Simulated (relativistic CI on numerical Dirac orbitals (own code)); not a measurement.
# Forbidden transitions in Zr VII

Computed by Dirac-Coulomb-Breit CI, KLI orbitals optimised for each configuration, model QED (radiative potential, 1s self-energy scaled to tabulated hydrogen-like ionisation energies), unscaled Slater integrals (own radial code, finite nucleus).

CI space (outside the closed core [Ar] 3d10): 4s²4p⁴, 4s4p⁵, 4s²4p³4d, 4p⁶, 4s4p⁴4d, 4s²4p³4f, 4s²4p³5s, 4s4p⁴4f, 4s²4p³5p, 4p⁵4d, 4s²4p³5d, 4s4p³4d², 4s²4p³6s, 4s4p⁴5s, 4s²4p²4d4f, 4s²4p³6p, 4s²4p³5f, 4s²4p³5g, 4s²4p³6d, 4s4p⁴5p, 4s²4p³7s, 4s²4p³7p, 4s²4p³6f, 4s4p³5s², 4p⁵4f, 4s4p⁴5d, 4s²4p²4d5p, 4s4p⁴6s, 4s²4p²4d², 4s²4p4d³, 4s4p²4d³, 4s²4p4d²4f, 4s²4p4d²5s, 4s4p²4d²4f, 4p⁴4d², 4p³4d³, 4p³4d²4f, 4p³4d²5s, 4s²4p²4d5s, 4s4p²4d²5s, 4s²4p4d4f5s, 4s²4p4d5s², 4s4p²4d4f5s, 4s4p³5s5p, 4s4p²4d5s5p, 4p³4d5s5p, 4s4p²4f5s5p, 4s4p²5s²5p, 4p³4f5s5p, 4p⁴4d5s, 4p³4d4f5s, 4p³4d5s². Double excitations out of closed p, d and f shells are left out; levels of such configurations are missing from the list, as are those of other unlisted configurations, and high levels can miss mixing partners. These lack a partner that the ground configuration has and come out too high: 4s²4p³5p, 4s²4p³5d, 4s²4p³6s, 4s²4p³6p, 4s²4p³5f.

| λ vac (nm) | Lower | Upper | Type | A (s⁻¹) | gf | Branching (%) |
| --- | --- | --- | --- | --- | --- | --- |
| 73.782 | 4s4p⁵ ³P°2 [6] | 4s²4p³4d ³F°4 [33] | E2 | 1.64e+02 | 1.21e-07 | 31.6 |
| 87.985 | 4s4p⁵ ³P°2 [6] | 4s²4p³4d ¹G°4 [25] | E2 | 5.52e+00 | 5.77e-09 | 17.5 |
| 92.661 | 4s4p⁵ ³P°2 [6] | 4s²4p³4d ³G°4 [23] | E2 | 4.33e+00 | 5.02e-09 | 13.5 |
| 100.74 | 4s4p⁵ ³P°2 [6] | 4s²4p³4d ³F°4 [21] | E2 | 1.16e+01 | 1.59e-08 | 29.7 |
| 143.06 | 4s4p⁵ ³P°2 [6] | 4s²4p³4d ⁵D°4 [14] | E2 | 6.05e-01 | 1.67e-09 | n/a |
| 208.16 | 4s²4p³4d ³D°3 [16] | 4s²4p³4d ³F°4 [33] | M1 | 3.36e+01 | 1.96e-07 | 6.5 |
| 356.51 | 4s²4p⁴ ³P2 [1] | 4s²4p⁴ ¹D2 [4] | M1 | 6.71e+01 | 6.39e-07 | 94.2 |
| 362.14 | 4s²4p³4d ³G°4 [23] | 4s²4p³4d ³F°4 [33] | M1 | 5.09e+01 | 9.00e-07 | 9.8 |
| 407.46 | 4s²4p³4d ³G°5 [24] | 4s²4p³4d ³F°4 [33] | M1 | 3.44e+01 | 7.72e-07 | 6.6 |
| 457.07 | 4s²4p³4d ¹G°4 [25] | 4s²4p³4d ³F°4 [33] | M1 | 2.40e+01 | 6.75e-07 | 4.6 |
| 760.37 | 4s²4p⁴ ³P2 [1] | 4s²4p⁴ ³P1 [3] | M1 | 4.69e+01 | 1.22e-06 | 99.9 |
| 779.11 | 4s²4p⁴ ³P2 [1] | 4s²4p⁴ ³P0 [2] | E2 | 4.97e-02 | 4.52e-10 | 100.0 |
| 849.72 | 4s²4p³4d ³D°3 [16] | 4s²4p³4d ³F°4 [21] | M1 | 4.23e+00 | 4.12e-07 | 10.9 |

Terms are leading LS components. Brackets give the number of a level in order of energy, since labels repeat. The list gives strong lines, with weight on those to low levels, among the lowest 400 of 12180 levels, so that lines to higher ones, which can be the strongest, are missing, and without 18 lines that miss the measured interval by over 7 %, start from a term whose rates miss tabulated ones by over 60 %, have gauges far apart or, lacking measured levels, span too small a gap for the errors found; lines with a level outside our table were not tested and can miss by more. Levels whose partners in the same complex of configurations lie outside the list can be far off, and so can their lines. Rates are taken at the computed energies, electric ones in the length gauge.

At this charge configurations can still be misplaced by up to about 7 % of their energy. 51 of the 69 excited levels that our extract of the measured tables holds in this range could be paired (the sources list more); they are missed by 4953 cm⁻¹ on average and 16209 at most, and levels without a partner can miss by more.

LS names give the leading component of a level, which can be under half, so a name can repeat, a term be missing and a line seem to break the LS rules.
